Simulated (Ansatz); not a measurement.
All values below come from frozen-core CCSD(T)/def2-TZVPP // PBE0-D4/def2-TZVP (Ansatz, a quantum-chemistry and plane-wave program).

Ansatz 0.2 input:
```yaml
crystal:
  periodic: [false, false, false]
  atoms:
    - { symbol: C, position_ang: [2.05141, 0.346981, 0.587707] }
    - { symbol: C, position_ang: [0.942199, -0.00776, 0.271892] }
    - { symbol: Si, position_ang: [-0.734617, -0.537536, -0.228242] }
    - { symbol: O, position_ang: [-1.800885, 0.708653, -0.159776] }
    - { symbol: H, position_ang: [3.031389, 0.657302, 0.870859] }
    - { symbol: H, position_ang: [-0.622776, -1.096551, -1.599213] }
    - { symbol: H, position_ang: [-1.237438, -1.558427, 0.714095] }
    - { symbol: H, position_ang: [-1.582866, 1.511087, -0.635639] }
basis:
  gaussian: { orbitals: def2-TZVPP }
correlation:
  method: ccsd_t
```

Output:

```
Functional definition: HF
1140 factors; integrals over basis functions are off by at most 1.0e-3 eV
mean field evaluation 1: about -12021.6299 eV, gradient 4.1e1 eV
mean field evaluation 2: about -12021.9143 eV, gradient 4.1e1 eV
mean field evaluation 4: about -12025.5387 eV, gradient 4.0e0 eV
mean field evaluation 8: about -12025.5937 eV, gradient 1.5e-1 eV
mean field evaluation 16: about -12024.3676 eV, gradient 2.3e1 eV
mean field -12025.59388087 eV, -441.9324238816 hartree, gradient 5.5e-6 eV, S^2 0.000000; 0 other end points of the search recorded, 0 dependent functions left out
8 core orbitals not correlated
reference -12025.59388087 eV, -441.9324238816 hartree; 11, 11 occupied and 172, 172 virtual orbitals, 1140 factors
second order -17.99679342 eV of doubles, -0.00000000 eV of singles
cycle   1  -18.06017545 eV  change   -6.3e-2 eV  update   1.0e-1
cycle   2  -18.56307962 eV  change   -5.0e-1 eV  update   3.0e-2
cycle   3  -18.67613354 eV  change   -1.1e-1 eV  update   1.4e-2
cycle   4  -18.67145030 eV  change    4.7e-3 eV  update   4.0e-3
cycle   5  -18.67293376 eV  change   -1.5e-3 eV  update   1.8e-3
cycle   6  -18.67424448 eV  change   -1.3e-3 eV  update   4.8e-4
cycle   7  -18.67427493 eV  change   -3.0e-5 eV  update   1.7e-4
cycle   8  -18.67429309 eV  change   -1.8e-5 eV  update   4.8e-5
cycle   9  -18.67432256 eV  change   -2.9e-5 eV  update   1.7e-5
cycle  10  -18.67432567 eV  change   -3.1e-6 eV  update   6.3e-6
perturbative correction -0.81395053 eV, -0.0299121304 hartree
Total energy: -12045.08215707 eV, -442.6486048225 hartree
```

Cost: very roughly 100 core-seconds.
